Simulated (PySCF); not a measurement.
Precursor series Ti F-OH. Gas-phase values, no solvent. One relaxed conformer stands for each flexible species; it need not be the lowest.

Method: TPSSh-D3(BJ)/def2-TZVP // BP86-D3(BJ)/def2-SVP run with PySCF. All candidates: neutral, multiplicity 1. 

The HOMO–LUMO gap comes out as 6.26 eV, the HOMO comes out as -8.07 eV and the LUMO comes out as -1.81 eV.

Task: Say which member has these values.
(A) [Ti(OH)4]
(B) [Ti(F)3(OH)]
(C) [Ti(F)2(OH)2]
(D) [Ti(F)4]

Result: A, [Ti(OH)4]. The others give [Ti(F)3(OH)]: 6.63 eV, -9.62 eV, -2.99 eV; [Ti(F)2(OH)2]: 6.53 eV, -9.05 eV, -2.52 eV; [Ti(F)4]: 7.65 eV, -11.38 eV, -3.73 eV
